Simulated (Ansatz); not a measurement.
Basis-set extrapolation for `C[C@H](F)[Si@H](F)Cl` (PBE0-D4/def2-TZVP geometry, frozen core, Ansatz 0.2.0). Multiplicity 1, RHF reference.

|  | def2-TZVPP | def2-QZVPP |
| --- | --- | --- |
| HF | -1026.224396 | -1026.259139 |
| MP2 correlation | -1.146287 | -1.246886 |
| CCSD(T) correlation | -1.234854 | not run |

Energies in hartree. Use E(X) = E(∞) + A·exp(−7.88·√X) for Hartree–Fock and E(X) = E(∞) + B·X^(−2.97) for correlation, with X = 3 and 4, and add CCSD(T) minus MP2 of the smaller set to the MP2 limit.

Q: What is the CCSD(T) energy at the basis-set limit?

A: HF limit: -1026.259139 + (-0.034743) × 0.13774 = -1026.26392. MP2 limit: -1.246886 + (-0.100599) × 0.74074 = -1.32140. Higher-order term: -1.234854 − (-1.146287) = -0.08857. Total: -1027.67389 hartree, 134.7 kcal/mol below CCSD(T)/def2-TZVPP.
